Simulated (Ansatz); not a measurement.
C2H8SSi2, SMILES `C=C[SiH2]S[SiH3]`. Charge 0, multiplicity 1. The geometry is a stationary point of PBE0-D4/def2-TZVP. It is one conformer, not always the lowest.

```xyz
13

C    -0.409   -1.981    2.212
C    -0.614   -0.771    1.699
Si   -0.228   -0.373   -0.068
S     1.291    1.139   -0.116
Si    0.776    1.961   -2.017
H    -0.634   -2.216    3.249
H    -0.004   -2.793    1.615
H    -1.016    0.010    2.342
H    -1.418    0.157   -0.789
H     0.239   -1.610   -0.746
H    -0.506    2.707   -1.949
H     1.876    2.883   -2.392
H     0.649    0.889   -3.040
```

(1) What is the dipole moment at ωB97M-V/def2-TZVPP? (Best estimate.)

(2) And with PBE, r2SCAN, B3LYP? (An estimate is asked.)

(3) Give the Mulliken charges with ωB97M-V, r2SCAN, B3LYP in def2-TZVPP. (Best estimate.)

Answers

(1) Ansatz gave: 1.16 D, with components (-0.83, -0.71, 0.40) D in this frame, pointing from negative to positive charge.

(2) Computed: PBE 1.14 D, r2SCAN 1.18 D, B3LYP 1.15 D.

(3) The calculation gave: 
```csv
atom,ωB97M-V,r2SCAN,B3LYP
C1,-0.17,-0.12,-0.19
C2,-0.25,-0.22,-0.21
Si3,0.31,0.44,0.41
S4,-0.28,-0.34,-0.33
Si5,0.17,0.33,0.30
H6,0.11,0.08,0.11
H7,0.10,0.08,0.10
H8,0.10,0.07,0.09
H9,-0.02,-0.07,-0.07
H10,-0.03,-0.08,-0.07
H11,-0.01,-0.06,-0.05
H12,-0.01,-0.06,-0.05
H13,-0.01,-0.06,-0.05
```

B3LYP here is the variant with VWN-RPA as its local correlation; programs differ in this.
